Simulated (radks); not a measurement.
Sn3+, 47 electrons, occupied as [Kr] 4d10 5s0.5 5p0.5 (fractional occupations, a model configuration).

All-electron calculation, scalar-relativistic Kohn-Sham, r2SCAN, spin-polarised, spherical densities, finite nucleus; open shells are filled with parallel spins first (spin-orbit coupling, left out, can overturn this in heavy ions); meta-GGA in the generalised Kohn-Sham scheme; Fermi nuclear charge, rms radius 4.6519 fm. Program: a radial shooting solver on a logarithmic mesh with Libxc functionals.

Energy parts (hartree):
part                        energy
total                  -6175.82924
kinetic                 6448.11441
electron-nucleus      -14881.78536
Hartree                 2422.40432
exchange-correlation    -164.56261

Orbitals (lengths in bohr, moments of r in powers of bohr; r(max) is where P^2 peaks; r(90%) holds 90 % of the orbital's charge):
orbital  occ.  eigenvalue (hartree)      <r>   r(max)  r(90%)
1s up       1             -1069.322  0.02906  0.01878  0.0522
1s down     1             -1069.320  0.02906  0.01878  0.0522
2s down     1             -162.9454   0.1255   0.1060   0.194
2s up       1             -162.9453   0.1255   0.1060   0.194
2p up       3             -146.2812   0.1096  0.08496   0.178
2p down     3             -146.2806   0.1096  0.08496   0.178
3s up       1             -32.57360   0.3386   0.3071   0.498
3s down     1             -32.57233   0.3386   0.3071   0.498
3p up       3             -27.08812   0.3372   0.3006   0.506
3p down     3             -27.08667   0.3372   0.3007   0.506
3d up       5             -18.65998   0.3146   0.2515   0.495
3d down     5             -18.65872   0.3146   0.2515   0.495
4s up       1              -6.16306   0.8204   0.7467    1.19
4s down     1              -6.15958   0.8204   0.7470    1.19
4p up       3              -4.49920   0.8863   0.7891    1.30
4p down     3              -4.49557   0.8855   0.7893    1.30
4d up       5              -2.07758    1.081   0.8850    1.67
4d down     5              -2.06730    1.072   0.8842    1.65
5s up     0.5              -1.35306    2.128    1.907    3.06
5s down     0              -1.27599    2.107    1.883    3.04
5p up     0.5              -1.00618    2.474    2.210    3.57
5p down     0              -0.92892    2.495    2.213    3.62

The highest occupied level is 5p up at -27.380 eV. The configuration is held as typed, so some empty levels lie below it. Summed over all electrons, <r^2> = 28.85 bohr^2, which gives a Langevin (diamagnetic) susceptibility term of -22.9 x 10^-6 cm^3/mol. The density falls to 0.001 e/bohr^3 at r = 3.47 bohr. The electron density at the nucleus is 1.964e+05 e/bohr^3 (large components only).

Run on one thread of a shared host, so times are rough (Intel(R) Xeon(R) Platinum 8375C CPU @ 2.90GHz): 0.2 s of CPU time, 0.2 s wall, 12 iterations on 2213 mesh points.
